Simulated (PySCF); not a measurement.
# Löwdin shares of the frontier orbitals

Compound: C7H15NO.
Structure used (PBE0-D3(BJ)/def2-SVP), in Å, numbered top down from 1:
```
atom  x, y, z in Å
C1    -1.8997    1.1127   -0.6539
C2    -1.2385    0.0339    0.2022
C3    -1.9038   -1.3142   -0.0485
C4     0.3069   -0.0005    0.0483
C5     0.7338   -0.1606   -1.4126
C6     0.9185   -1.1236    0.8915
N7     0.7879    1.2882    0.5652
C8     2.0702    1.7182    0.5708
O9     3.0268    1.1407    0.1026
H10   -1.3894    2.0846   -0.5767
H11   -2.9471    1.2575   -0.3489
H12   -1.9046    0.8289   -1.7175
H13   -1.4165    0.2882    1.2660
H14   -2.9955   -1.2205    0.0550
H15   -1.7048   -1.6775   -1.0691
H16   -1.5707   -2.0861    0.6586
H17    0.3109   -1.0820   -1.8388
H18    0.4019    0.6921   -2.0212
H19    1.8281   -0.2133   -1.4748
H20    0.6829   -2.1122    0.4728
H21    2.0115   -1.0131    0.9054
H22    0.5463   -1.0853    1.9276
H23    0.1237    1.8587    1.0732
H24    2.1638    2.7137    1.0739
```

Computed, not measured: TDDFT B3LYP/def2-SVPD, vertical, gas phase, core orbitals frozen in the response (PySCF).

Frontier orbitals with the atoms that hold most of them (Löwdin shares over 4%, at most four atoms; ? is withheld):

```csv
orbital,ε (eV),atoms
HOMO-3,-9.23,"C2 15%, C1 15%, C4 11%, C6 11%"
HOMO-2,-8.93,"C2 22%, C4 19%, C5 10%, H13 8%"
HOMO-1,-7.32,?
HOMO,-7.10,?
LUMO,?,"H23 16%, C1 10%, C8 9%, H13 9%"
LUMO+1,0.28,"C8 37%, O9 26%, N7 17%, H24 8%"
LUMO+2,0.66,"C3 15%, H23 10%, H15 9%, H24 7%"
```

Q: Give the leading atoms of the HOMO-1.

A: N7 (bonded to 2 C and H) 41%; O9 (bonded to C) 27%; C8 (bonded to N, O and H) 9%; C4 (bonded to 3 C and N) 6%. By element: nitrogen 41%, oxygen 27%, carbon 15% or more.

Q: Which atoms hold the HOMO, and with what shares?

A: O9 (bonded to C) 64%; C8 (bonded to N, O and H) 13%; H24 (bonded to C) 8%; N7 (bonded to 2 C and H) 6%.

Q: What is the LUMO energy, and the HOMO–LUMO gap?

A: ε(LUMO) = 0.03 eV; the gap is 7.13 eV (0.2622 hartree).

Q: How does S1 compare with the orbital gap of 7.13 eV?

A: S1 is at 5.58 eV (f = 0.0014), 1.55 eV below the gap, made of HOMO→LUMO+1 (93%). Its leading pair isn't HOMO and LUMO; the energies of that pair differ by 7.38 eV. Without the coupling terms of the response equations the lowest excitation would equal the gap.

S1 has the pattern of n→π* at C=O.

Next come S2 at 6.34 eV (f 0.015), HOMO→LUMO (66%), HOMO-1→LUMO (24%); S3 at 6.43 eV (f 0.019), HOMO-1→LUMO (69%), HOMO→LUMO (21%); S4 at 7.07 eV (f 0.081), HOMO→LUMO+2 (63%), HOMO-1→LUMO+1 (21%); S5 at 7.20 eV (f 0.094), HOMO-1→LUMO+1 (50%), HOMO→LUMO+2 (28%), HOMO-1→LUMO+2 (13%).

One conformer stands for the species.
